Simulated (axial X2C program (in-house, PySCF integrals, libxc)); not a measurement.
## YC: the levels of the configuration d0 s1 p(π)0

Calculated with an axial X2C code built on PySCF integrals: two-component X2C with atomic mean-field Coulomb and Gaunt terms, basis Y dyall-v3z, C dyall-v3z (cores contracted in-house). Orbitals come from Hartree–Fock averaged over the configuration Y d0 s1 p(π)0; CI then distributes these electrons over the d, s, p(π) shells of Y.

R = 2.124 Å (near the minimum of the configuration average).

Lowest levels of this model:

| Ω | energy (cm⁻¹) | g∥ | μ (D) | configuration |
| --- | --- | --- | --- | --- |
| 1/2 | 0 | 2.00 | -6.80 | 100% s1 |
| 3/2 | 12823 | 3.98 | -8.16 | 100% d1 |
| 3/2 | 13650 | 2.02 | -9.53 | 100% d1 |
| 1/2 | 14269 | 0.01 | -6.20 | 100% d1 |
| 5/2 | 14821 | 6.00 | -9.43 | 100% d1 |
| 1/2 | 18374 | 1.99 | -5.46 | 100% d1 |

g∥ is the magnitude of 2⟨Lz + ge Sz⟩ for the +Ω component. μ is positive if the C end is positive.

(1) From Ω and g∥ of the lowest level, whose 2⟨Lz + ge Sz⟩ is positive, find ⟨Sz⟩ and ⟨Lz⟩ (ge = 2.0023).

Occupations of the active spinors in the lowest level by ω, shell by shell in order of energy: -5/2: 0.00; -3/2: 0.00 0.00 0.00; -1/2: 0.00 0.00 0.00 0.00; 1/2: 0.00 0.00 1.00 0.00; 3/2: 0.00 0.00 0.00; 5/2: 0.00. The leading determinant has weight 1.00 among 4.

This point took 1 s on 1 thread of Arm Neoverse V1, on a shared host.

Dynamic correlation is missing, so gaps between terms are too wide and other configurations may lie lower; the lowest level listed is that of this model, not necessarily the ground state. For d shells the ligand-field splittings (σ, π, δ) and their order can be off by a thousand cm⁻¹ or more. At most 6 roots were kept for each Ω > 0 (twice that for Ω = 0) within 3.2 eV of the lowest, so higher up levels can be missing between those listed; levels with Ω > 0 are doubly degenerate and listed once, Ω = 0 levels singly. Some active spinors are only partly of the character that their shell is named for, so the shell names and counts are nominal. States that fill the shells left empty in the average are placed too high. Along the bond the averaged SCF switches between close solutions, so this one may not be the lowest.

## Answers

(1) Ω = ⟨Lz⟩ + ⟨Sz⟩ = 1/2 and ⟨Lz⟩ + ge⟨Sz⟩ = 1.000, so ⟨Sz⟩ = 0.50 and ⟨Lz⟩ = 0.00.
